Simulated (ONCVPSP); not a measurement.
What one change does to a pseudopotential (Ba, ONCV)

Ba, optimised norm-conserving Vanderbilt (ONCV), made with ONCVPSP 4.0.1 (LDA (Perdew-Wang 92), scalar-relativistic). Core [Xe], reference 6s1.5 6p0.5. Waves: 6s: rc 3.70 bohr, ncon 3, nbas 7, qcut 1.7 1/bohr, local; 6p: rc 3.70 bohr, ncon 3, nbas 8, qcut 2.1 1/bohr, 2 projectors, debl 3.3 Ha; d scattering state at 0.08 Ha: rc 3.75 bohr, ncon 4, nbas 7, qcut 2.3 1/bohr, 2 projectors, debl 3.3 Ha. Local part: the s channel. Core correction: Teter function, fcfact 5, rcfact 1.6.

In the d channel the program set the typed energies aside and used -0.094, 3.206 Ha.

Change: s: qcut 1.2; p: qcut 1.5; d: qcut 1.7.

Cutoffs: the cutoffs (Ha) at which the residual kinetic energy of the hardest occupied pseudo-wave falls to 1 and 0.1 mHa per electron; they do not see the model core or the augmentation charge, which bear on the density cutoff. Errors are all-electron minus pseudo energies relative to the spin-unpolarised reference configuration.

**Question.** How do hardness, ghosts and transferability respond?

**Answer.** The potential gets harder (1.3 Ha and 9.0 Ha → 2.8 Ha and 12 Ha); of the 4 tests that both files solve, the error grows in 2 and shrinks in 0 by more than 15 % and 0.3 meV (median size 5.7 → 8.3 meV); neither file shows a bound ghost.

| quantity | base | changed |
| --- | --- | --- |
| cutoff, loose | 1.3 Ha | 2.8 Ha |
| cutoff, tight | 9.0 Ha | 12 Ha |
| loose cutoff by channel | s 1.3 Ha, p 0.7 Ha | s 2.8 Ha, p 0.7 Ha |
| bound ghosts | none | none |
| GHOST(+) flags under 300 eV | none | p at 104.4 eV |
| error for 6s2 6p0, meV [ΔE -1.05 eV] | -2.7 | -3.3 |
| error for 6s1 6p0, meV [ΔE 4.49 eV] | -47 | -46 |
| error for 6s1.5 6p0, meV [ΔE 1.16 eV] | -8.7 | -8.7 |
| error for 5d0.5 6s1.5 6p0, meV [ΔE -0.40 eV] | +1.9 | +7.9 |
| s: phases at 3.76 bohr within 0.05 rad from the reference energy up to (Ha; the scan ends near 5) | 0.6 | 0.2 |
| p: phases at 3.76 bohr within 0.05 rad from the reference energy up to (Ha; the scan ends near 5) | 0.1 | 0.1 |
| d: phases at 3.81 bohr within 0.05 rad from the reference energy up to (Ha; the scan ends near 5) | 0.1 | 0.1 |
| rms error of d²Exc/dni dnj with the model core, mHa | 2.85 | 2.94 |

Base: The cutoffs count occupied waves only; projector 2 of the p channel, the hardest unoccupied one, needs 21 Ha at the loose tolerance. Changed file: The cutoffs count occupied waves only; projector 2 of the p channel, the hardest unoccupied one, needs 20 Ha at the loose tolerance.
